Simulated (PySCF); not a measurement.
ClTe, doublet, geometry from GFN2-xTB (the spin is typed, not shown lowest) (core potentials on Te), atoms displaced at random by about 0.1 Å a coordinate; HF/def2-SVP run with PySCF.

Input for PySCF:
```python
from pyscf import gto, scf
from pyscf.geomopt import geometric_solver

mol = gto.Mole()
mol.atom = '''
    Te    0.00315573   -0.02623333   -0.65430625
    Cl   -0.15128860   -0.13917259    1.86826366
'''
mol.basis = 'def2-svp'
mol.ecp = {'Te': 'def2-svp'}
mol.spin = 1
mol.verbose = 3
mol.build()

def method(m):
    mf = scf.UHF(m)
    return mf

conv, mol_eq = geometric_solver.kernel(method(mol), maxsteps=100, convergence_set='TURBOMOLE')
print('optimisation converged:', conv)
print(mol_eq.tostring(format='xyz'))
mf = method(mol_eq)
mf.kernel()
```

Output, abridged:

```
Custom engine selected.
Bonds will be generated from interatomic distances less than 1.20 times sum of covalent radii
6 internal coordinates being used (instead of 6 Cartesians)
Internal coordinate system (atoms numbered from 1):
Distance 1-2
Translation-X 1-2
Translation-Y 1-2
Translation-Z 1-2
Rotation-A 1-2
Rotation-B 1-2
Rotation-C 1-2
<class 'geometric.internal.Distance'> : 1
<class 'geometric.internal.TranslationX'> : 1
<class 'geometric.internal.TranslationY'> : 1
<class 'geometric.internal.TranslationZ'> : 1
<class 'geometric.internal.RotationA'> : 1
<class 'geometric.internal.RotationB'> : 1
<class 'geometric.internal.RotationC'> : 1
> ===== Optimization Info: ====
> Job type: Energy minimization
> Maximum number of optimization cycles: 100
> Initial / maximum trust radius (Angstrom): 0.100 / 0.300
> Convergence Criteria:
> Will converge when all 5 criteria are reached:
>  |Delta-E| < 1.00e-06
>  RMS-Grad  < 5.00e-04
>  Max-Grad  < 1.00e-03
>  RMS-Disp  < 5.00e-04
>  Max-Disp  < 1.00e-03
> === End Optimization Info ===

Geometry optimization cycle 1
Cartesian coordinates (Angstrom)
 Atom        New coordinates             dX        dY        dZ
  Te   0.003156  -0.026233  -0.654306    0.000000  0.000000  0.000000
  Cl  -0.151289  -0.139173   1.868264    0.000000  0.000000  0.000000

WARN: Mole.unit (angstrom) is changed to Bohr

converged SCF energy = -726.34799198171  <S^2> = 0.768056  2S+1 = 2.0179752
--------------- UHF_Scanner gradients ---------------
         x                y                z
0 Te     0.0021376482     0.0015631807    -0.0349146318
1 Cl    -0.0021376482    -0.0015631807     0.0349146318
----------------------------------------------
cycle 1: E = -726.347991982  dE = -726.348  norm(grad) = 0.0495186
Step    0 : Gradient = 3.501e-02/3.501e-02 (rms/max) Energy = -726.3479919817
Hessian Eigenvalues: 5.00000e-02 5.00000e-02 5.00000e-02 ... 5.00000e-02 5.00000e-02 8.68688e-02

Geometry optimization cycle 2
Cartesian coordinates (Angstrom)
 Atom        New coordinates             dX        dY        dZ
  Te  -0.003355  -0.030995  -0.547962   -0.006511 -0.004761  0.106344
  Cl  -0.144778  -0.134411   1.761919    0.006511  0.004761 -0.106344
converged SCF energy = -726.353484633177  <S^2> = 0.7591784  2S+1 = 2.0091574
--------------- UHF_Scanner gradients ---------------
         x                y                z
0 Te    -0.0009722907    -0.0007109991     0.0158806163
1 Cl     0.0009722907     0.0007109991    -0.0158806163
----------------------------------------------
cycle 2: E = -726.353484633  dE = -0.00549265  norm(grad) = 0.0225231
Step    1 : Displace = 1.066e-01/1.066e-01 (rms/max) Trust = 1.000e-01 (=) Grad = 1.593e-02/1.593e-02 (rms/max) E (change) = -726.3534846332 (-5.493e-03) Quality = 0.778
Hessian Eigenvalues: 5.00000e-02 5.00000e-02 5.00000e-02 ... 5.00000e-02 5.00000e-02 1.26380e-01

Geometry optimization cycle 3
Cartesian coordinates (Angstrom)
 Atom        New coordinates             dX        dY        dZ
  Te  -0.001320  -0.029506  -0.581209    0.002036  0.001489 -0.033248
  Cl  -0.146813  -0.135900   1.795167   -0.002036 -0.001489  0.033248
converged SCF energy = -726.354084045444  <S^2> = 0.75968604  2S+1 = 2.0096627
--------------- UHF_Scanner gradients ---------------
         x                y                z
0 Te     0.0003317939     0.0002426283    -0.0054192562
1 Cl    -0.0003317939    -0.0002426283     0.0054192562
----------------------------------------------
cycle 3: E = -726.354084045  dE = -0.000599412  norm(grad) = 0.007686
Step    2 : Displace = 3.334e-02/3.334e-02 (rms/max) Trust = 1.414e-01 (+) Grad = 5.435e-03/5.435e-03 (rms/max) E (change) = -726.3540840454 (-5.994e-04) Quality = 0.597
Hessian Eigenvalues: 5.00000e-02 5.00000e-02 5.00000e-02 ... 5.00000e-02 5.00000e-02 1.69507e-01

Geometry optimization cycle 4
Cartesian coordinates (Angstrom)
 Atom        New coordinates             dX        dY        dZ
  Te  -0.001838  -0.029885  -0.572750   -0.000518 -0.000379  0.008459
  Cl  -0.146295  -0.135521   1.786708    0.000518  0.000379 -0.008459
converged SCF energy = -726.354180865929  <S^2> = 0.75949594  2S+1 = 2.0094735
--------------- UHF_Scanner gradients ---------------
         x                y                z
0 Te     0.0000333616     0.0000243961    -0.0005449016
1 Cl    -0.0000333616    -0.0000243961     0.0005449016
----------------------------------------------
cycle 4: E = -726.354180866  dE = -9.68205e-05  norm(grad) = 0.000772821
Step    3 : Displace = 8.483e-03/8.483e-03 (rms/max) Trust = 1.414e-01 (=) Grad = 5.465e-04/5.465e-04 (rms/max) E (change) = -726.3541808659 (-9.682e-05) Quality = 1.111
Hessian Eigenvalues: 5.00000e-02 5.00000e-02 5.00000e-02 ... 5.00000e-02 5.00000e-02 1.52464e-01

Geometry optimization cycle 5
Cartesian coordinates (Angstrom)
 Atom        New coordinates             dX        dY        dZ
  Te  -0.001895  -0.029927  -0.571805   -0.000058 -0.000042  0.000946
  Cl  -0.146237  -0.135479   1.785762    0.000058  0.000042 -0.000946
converged SCF energy = -726.35418180725  <S^2> = 0.75948089  2S+1 = 2.0094585
--------------- UHF_Scanner gradients ---------------
         x                y                z
0 Te    -0.0000013712    -0.0000010027     0.0000223961
1 Cl     0.0000013712     0.0000010027    -0.0000223961
----------------------------------------------
cycle 5: E = -726.354181807  dE = -9.41321e-07  norm(grad) = 3.17638e-05
Step    4 : Displace = 9.483e-04/9.483e-04 (rms/max) Trust = 2.000e-01 (+) Grad = 2.246e-05/2.246e-05 (rms/max) E (change) = -726.3541818072 (-9.413e-07) Quality = 0.961
Hessian Eigenvalues: 5.00000e-02 5.00000e-02 5.00000e-02 ... 5.00000e-02 5.00000e-02 1.58730e-01

Geometry optimization cycle 6
Cartesian coordinates (Angstrom)
 Atom        New coordinates             dX        dY        dZ
  Te  -0.001893  -0.029925  -0.571842    0.000002  0.000002 -0.000037
  Cl  -0.146240  -0.135481   1.785799   -0.000002 -0.000002  0.000037
converged SCF energy = -726.354181808932  <S^2> = 0.75947981  2S+1 = 2.0094575
--------------- UHF_Scanner gradients ---------------
         x                y                z
0 Te     0.0000000083     0.0000000061    -0.0000001362
1 Cl    -0.0000000083    -0.0000000061     0.0000001362
----------------------------------------------
cycle 6: E = -726.354181809  dE = -1.68234e-09  norm(grad) = 1.93235e-07
Step    5 : Displace = 3.744e-05/3.744e-05 (rms/max) Trust = 2.828e-01 (+) Grad = 1.366e-07/1.366e-07 (rms/max) E (change) = -726.3541818089 (-1.682e-09) Quality = 1.059
Hessian Eigenvalues: 5.00000e-02 5.00000e-02 5.00000e-02 ... 5.00000e-02 5.00000e-02 1.58730e-01
Converged! =D

optimisation converged: True
2
XYZ from PySCF
Te         -0.00189315       -0.02992538       -0.57184192
Cl         -0.14623972       -0.13548054        1.78579933

converged SCF energy = -726.354181808971  <S^2> = 0.7594787  2S+1 = 2.0094563
```
